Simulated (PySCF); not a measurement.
**A small calculation by hand: chemical shift, span and skew from a shielding tensor**

CH₅GaO₂, SMILES [OH][Ga]([CH3])[OH]. Atoms are numbered in the order given.

```xyz
9

Ga     0.0025     0.0008     0.0018
C     -1.3708    -1.3965    -0.0568
H     -0.9732    -2.3050    -0.5346
H     -2.2324    -1.0368    -0.6371
H     -1.7050    -1.6590     0.9584
O     -0.2144     1.5268    -0.9069
H      0.5281     2.1367    -0.8045
O      1.5636    -0.0219     0.8942
H      1.7355    -0.8223     1.4053
```

Geometry optimised at B3LYP-D3(BJ)/def2-SVP. The structure was generated by enumeration; whether it is a known compound was not checked. The values are those of a single conformer.

GIAO shieldings from PBE/pcSseg-1 run with PySCF, non-relativistic, no solvent. The symmetric part of the tensor of C2 has the principal values 183.6, 187.6, 196.3 ppm. The same nucleus in TMS has σ = 182.0 ppm at this level (PySCF, at its B3LYP-D3(BJ)/def2-TZVP geometry).

Question: Work out the isotropic shielding, the ¹³C shift against TMS, the span and the skew.

Answer: 
σ(iso) = (σ11 + σ22 + σ33)/3 = 189.2 ppm. δ = σ(ref) − σ(iso) = 182.0 − (189.2) = -7.2 ppm.
Span Ω = σ33 − σ11 = 12.7 ppm. Skew κ = 3(σ(iso) − σ22)/Ω = 0.37. Tumbling in solution averages the tensor to δ; in a static solid the shielding alone would spread this spin-1/2 line over Ω.
